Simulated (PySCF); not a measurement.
Cards and structures have been mixed up. Pair them.

Structures:
1. `C#C/C=C/C#N`
2. `FP(F)(F)(F)F`
3. `N#Cc1c(Cl)nnn1[SiH3]`
4. `C[C@@H]1CCC=C[S@]1=O`

Card P (geometry GFN2-xTB):
* Rotational constants A, B, C: 46.316, 1.502, 1.455 GHz
* Static isotropic polarisability (CAM-B3LYP/def2-SVPD): 68.0 au
* Point group: Cs
* Dipole moment (CAM-B3LYP/def2-SVPD): 4.16 D
* HOMO energy (CAM-B3LYP/def2-SVPD): -9.04 eV
* Lowest singlet excitation (TDDFT CAM-B3LYP/def2-SVPD): 4.97 eV (249 nm, f = 0.000)

Card Q (geometry GFN2-xTB):
- Rotational constants A, B, C: 3.647, 3.063, 3.055 GHz
- Static isotropic polarisability (CAM-B3LYP/def2-SVPD): 26.3 au
- Point group: D3h
- Dipole moment (CAM-B3LYP/def2-SVPD): 0.00 D
- Isotropic shieldings of nuclei other than C and H, by class (GIAO PBE0/pcSseg-1): 231 (2 F), 237 (3 F), 373 (1 P) ppm

Card R (geometry GFN2-xTB):
* Rotational constants A, B, C: 1.993, 0.900, 0.625 GHz
* Static isotropic polarisability (CAM-B3LYP/def2-SVPD): 97.0 au
* Strongest line among the 8 lowest singlet transitions (TDDFT CAM-B3LYP/def2-SVPD): S8 at 7.20 eV (172 nm, f = 0.312)
* HOMO energy (CAM-B3LYP/def2-SVPD): -9.29 eV
* Point group: Cs
* Lowest triplet excitation (Tamm–Dancoff) (TDA CAM-B3LYP/def2-SVPD): 3.71 eV

Card S (geometry GFN2-xTB):
* Rotational constants A, B, C: 2.385, 1.840, 1.133 GHz
* Static isotropic polarisability (PBE0/def2-SVPD): 92.7 au
* Point group: C1
* Lowest triplet excitation (Tamm–Dancoff) (TDA PBE0/def2-SVPD): 4.01 eV
* Dipole moment (PBE0/def2-SVPD): 4.69 D
* Lowest singlet excitation (TDDFT PBE0/def2-SVPD): 4.72 eV (263 nm, f = 0.024)
* Strongest line among the 8 lowest singlet transitions (TDDFT PBE0/def2-SVPD): S6 at 6.61 eV (188 nm, f = 0.052)

All species are isolated and taken at one optimised geometry, non-relativistic unless stated. Electronic properties by PySCF. NMR classes are plain means over equivalent atoms (diastereotopic ones count apart unless rotation or inversion swaps them), as if these changed places fast.

Which card belongs to which structure?

P = 1, Q = 2, R = 3, S = 4. What ties each card to its structure:
- 1 (card P), C5H3N, monoisotopic mass 77.0 u, 6 heavy atoms: an asymmetric top with C = 1.455 GHz; polarisability 68.0 au for 40 electrons; dipole 4.16 D.
- 2 (card Q), PF5, monoisotopic mass 126.0 u, 6 heavy atoms: point group D3h; a prolate symmetric top (constants that symmetry makes equal differ by optimisation noise) with C = 3.055 GHz, the highest such constant on the cards; polarisability 26.3 au for 60 electrons; a dipole under 0.05 D.
- 3 (card R), C3H3ClN4Si, monoisotopic mass 158.0 u, 9 heavy atoms: an asymmetric top with C = 0.625 GHz, the lowest such constant on the cards; polarisability 97.0 au for 80 electrons.
- 4 (card S), C6H10OS, monoisotopic mass 130.0 u, 8 heavy atoms: point group C1; an asymmetric top with C = 1.133 GHz; polarisability 92.7 au for 70 electrons; dipole 4.69 D.
